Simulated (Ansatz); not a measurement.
Harmonic vibrations of `C[CH](C)[SbH2]` by finite differences.

```yaml
crystal:
  periodic: [false, false, false]
  atoms:
    - {symbol: C, position_ang: [0.202767, 0.706392, -1.360061]}
    - {symbol: C, position_ang: [-0.073726, -0.387578, -0.341106]}
    - {symbol: C, position_ang: [-1.110244, 0.036309, 0.682248]}
    - {symbol: Sb, position_ang: [1.810491, -1.020603, 0.563986]}
    - {symbol: H, position_ang: [-0.721447, 0.997846, -1.871467]}
    - {symbol: H, position_ang: [0.601589, 1.605055, -0.879294]}
    - {symbol: H, position_ang: [0.918022, 0.392027, -2.124138]}
    - {symbol: H, position_ang: [-0.423732, -1.283898, -0.864587]}
    - {symbol: H, position_ang: [-0.766860, 0.902296, 1.255116]}
    - {symbol: H, position_ang: [-1.336387, -0.761153, 1.392279]}
    - {symbol: H, position_ang: [-2.046480, 0.320456, 0.185898]}
    - {symbol: H, position_ang: [1.058366, -1.911750, 1.816856]}
    - {symbol: H, position_ang: [1.907840, 0.369901, 1.559073]}
basis:
  gaussian: {orbitals: def2-TZVP}
hamiltonian: {xc: pbe0, dispersion: d4}
phonons: {temperatures: {t_min: 298.15, t_max: 900, t_step: 200}}
```

```sh
$ ansatz run in.yaml --threads 4 --pin off --events-out ev --progress --plain
```

It prints (some lines left out):

```
Functional definition: PBE0
  name "PBE0"
  cite "Adamo & Barone, J. Chem. Phys. 110, 6158 (1999) doi:10.1063/1.478522"
  cite "Perdew, Burke & Ernzerhof, Phys. Rev. Lett. 77, 3865 (1996) doi:10.1103/PhysRevLett.77.3865"
  parent pbe
  parameter a = 0.25
  parameter kappa = 0.804
  parameter beta = 0.06672455060314922
  exchange = (1 - a)*pbe_x(kappa = kappa, mu = beta*pi^2/3) + a*exact_x
  correlation = pbe_c(beta = beta)
mean field -9792.46022773 eV, -359.8662758010 hartree, gradient 3.7e-5 eV, S^2 0.000000; 0 other end points of the search recorded, 0 dependent functions left out
the calculation of the forces begins
these checks for a lower state are left out or cut short: stability, starts, cluster_reference, orbital_swaps, neighbouring_geometries, increment
mean field -9792.46006214 eV, -359.8662697158 hartree, gradient 1.3e-6 eV, S^2 0.000000; 0 other end points of the search recorded, 0 dependent functions left out
the calculation of the forces begins
these checks for a lower state are left out or cut short: stability, starts, cluster_reference, orbital_swaps, neighbouring_geometries, increment
mean field -9792.46005285 eV, -359.8662693744 hartree, gradient 1.3e-6 eV, S^2 0.000000; 0 other end points of the search recorded, 0 dependent functions left out
the calculation of the forces begins
these checks for a lower state are left out or cut short: stability, starts, cluster_reference, orbital_swaps, neighbouring_geometries, increment
mean field -9792.46009023 eV, -359.8662707483 hartree, gradient 1.3e-6 eV, S^2 0.000000; 0 other end points of the search recorded, 0 dependent functions left out
the calculation of the forces begins
these checks for a lower state are left out or cut short: stability, starts, cluster_reference, orbital_swaps, neighbouring_geometries, increment
mean field -9792.46005413 eV, -359.8662694214 hartree, gradient 1.3e-6 eV, S^2 0.000000; 0 other end points of the search recorded, 0 dependent functions left out
the calculation of the forces begins
these checks for a lower state are left out or cut short: stability, starts, cluster_reference, orbital_swaps, neighbouring_geometries, increment
mean field -9792.46004189 eV, -359.8662689717 hartree, gradient 1.3e-6 eV, S^2 0.000000; 0 other end points of the search recorded, 0 dependent functions left out
the calculation of the forces begins
these checks for a lower state are left out or cut short: stability, starts, cluster_reference, orbital_swaps, neighbouring_geometries, increment
mean field -9792.46009592 eV, -359.8662709572 hartree, gradient 1.3e-6 eV, S^2 0.000000; 0 other end points of the search recorded, 0 dependent functions left out
the calculation of the forces begins
these checks for a lower state are left out or cut short: stability, starts, cluster_reference, orbital_swaps, neighbouring_geometries, increment
mean field -9792.46010935 eV, -359.8662714508 hartree, gradient 1.3e-6 eV, S^2 0.000000; 0 other end points of the search recorded, 0 dependent functions left out
the calculation of the forces begins
these checks for a lower state are left out or cut short: stability, starts, cluster_reference, orbital_swaps, neighbouring_geometries, increment
mean field -9792.46012547 eV, -359.8662720432 hartree, gradient 1.3e-6 eV, S^2 0.000000; 0 other end points of the search recorded, 0 dependent functions left out
[...]
these checks for a lower state are left out or cut short: stability, starts, cluster_reference, orbital_swaps, neighbouring_geometries, increment
mean field -9792.46021151 eV, -359.8662752052 hartree, gradient 1.3e-6 eV, S^2 0.000000; 0 other end points of the search recorded, 0 dependent functions left out
the calculation of the forces begins
these checks for a lower state are left out or cut short: stability, starts, cluster_reference, orbital_swaps, neighbouring_geometries, increment
mean field -9792.46019836 eV, -359.8662747217 hartree, gradient 1.3e-6 eV, S^2 0.000000; 0 other end points of the search recorded, 0 dependent functions left out
the calculation of the forces begins
these checks for a lower state are left out or cut short: stability, starts, cluster_reference, orbital_swaps, neighbouring_geometries, increment
mean field -9792.46022690 eV, -359.8662757707 hartree, gradient 1.3e-6 eV, S^2 0.000000; 0 other end points of the search recorded, 0 dependent functions left out
the calculation of the forces begins
these checks for a lower state are left out or cut short: stability, starts, cluster_reference, orbital_swaps, neighbouring_geometries, increment
mean field -9792.46021404 eV, -359.8662752981 hartree, gradient 1.3e-6 eV, S^2 0.000000; 0 other end points of the search recorded, 0 dependent functions left out
the calculation of the forces begins
these checks for a lower state are left out or cut short: stability, starts, cluster_reference, orbital_swaps, neighbouring_geometries, increment
mean field -9792.46019129 eV, -359.8662744621 hartree, gradient 1.3e-6 eV, S^2 0.000000; 0 other end points of the search recorded, 0 dependent functions left out
the calculation of the forces begins
these checks for a lower state are left out or cut short: stability, starts, cluster_reference, orbital_swaps, neighbouring_geometries, increment
mean field -9792.46023523 eV, -359.8662760769 hartree, gradient 1.3e-6 eV, S^2 0.000000; 0 other end points of the search recorded, 0 dependent functions left out
the calculation of the forces begins
these checks for a lower state are left out or cut short: stability, starts, cluster_reference, orbital_swaps, neighbouring_geometries, increment
mean field -9792.46021173 eV, -359.8662752131 hartree, gradient 1.3e-6 eV, S^2 0.000000; 0 other end points of the search recorded, 0 dependent functions left out
the calculation of the forces begins
these checks for a lower state are left out or cut short: stability, starts, cluster_reference, orbital_swaps, neighbouring_geometries, increment
mean field -9792.46019980 eV, -359.8662747746 hartree, gradient 1.3e-6 eV, S^2 0.000000; 0 other end points of the search recorded, 0 dependent functions left out
the calculation of the forces begins
these checks for a lower state are left out or cut short: stability, starts, cluster_reference, orbital_swaps, neighbouring_geometries, increment
mean field -9792.46019501 eV, -359.8662745986 hartree, gradient 1.3e-6 eV, S^2 0.000000; 0 other end points of the search recorded, 0 dependent functions left out
the calculation of the forces begins
these checks for a lower state are left out or cut short: stability, starts, cluster_reference, orbital_swaps, neighbouring_geometries, increment
mean field -9792.46021543 eV, -359.8662753492 hartree, gradient 1.3e-6 eV, S^2 0.000000; 0 other end points of the search recorded, 0 dependent functions left out
the calculation of the forces begins
these checks for a lower state are left out or cut short: stability, starts, cluster_reference, orbital_swaps, neighbouring_geometries, increment
mean field -9792.46020566 eV, -359.8662749899 hartree, gradient 1.3e-6 eV, S^2 0.000000; 0 other end points of the search recorded, 0 dependent functions left out
the calculation of the forces begins
Total energy: -9792.70637667 eV, -359.8753216078 hartree
Atom 0 at     0.202767     0.706392    -1.360061 Å, force     0.002014     0.000006     0.000796 eV/Å
Atom 1 at    -0.073726    -0.387578    -0.341106 Å, force    -0.000567    -0.000856     0.002923 eV/Å
Atom 2 at    -1.110244     0.036309     0.682248 Å, force    -0.003715     0.002771     0.000048 eV/Å
Atom 3 at     1.810491    -1.020603     0.563986 Å, force     0.000739     0.003414    -0.001461 eV/Å
Atom 4 at    -0.721447     0.997846    -1.871467 Å, force     0.000217    -0.002424    -0.001346 eV/Å
Atom 5 at     0.601589     1.605055    -0.879294 Å, force     0.000384    -0.000772     0.002541 eV/Å
Atom 6 at     0.918022     0.392027    -2.124138 Å, force     0.000945     0.000564    -0.002226 eV/Å
Atom 7 at    -0.423732    -1.283898    -0.864587 Å, force    -0.001795     0.002602    -0.001325 eV/Å
Atom 8 at    -0.766860     0.902296     1.255116 Å, force     0.001550    -0.000655    -0.000774 eV/Å
Atom 9 at    -1.336387    -0.761153     1.392279 Å, force     0.000452    -0.002308     0.002436 eV/Å
Atom 10 at    -2.046480     0.320456     0.185898 Å, force     0.001511    -0.000824    -0.000607 eV/Å
Atom 11 at     1.058366    -1.911750     1.816856 Å, force    -0.001135    -0.001766     0.001100 eV/Å
Atom 12 at     1.907840     0.369901     1.559073 Å, force    -0.000600     0.000249    -0.002105 eV/Å
Dipole moment:    -0.159038     0.036896    -0.133170 e Å
Vibrations: 103.99 215.60 231.97 242.76 266.49 366.39 479.01 614.69 638.44 830.84 905.64 927.26 979.54 1022.88 1133.99 1181.32 1230.83 1335.98 1395.21 1412.24 1474.90 1481.74 1493.10 1495.58 1944.71 1952.28 3021.06 3027.59 3048.45 3090.43 3093.59 3113.91 3127.76 cm⁻¹, zero-point energy 2.906200 eV
```

It took 110 s on 4 threads of a server CPU on a shared host, with 0.54 GiB of host memory at the peak.
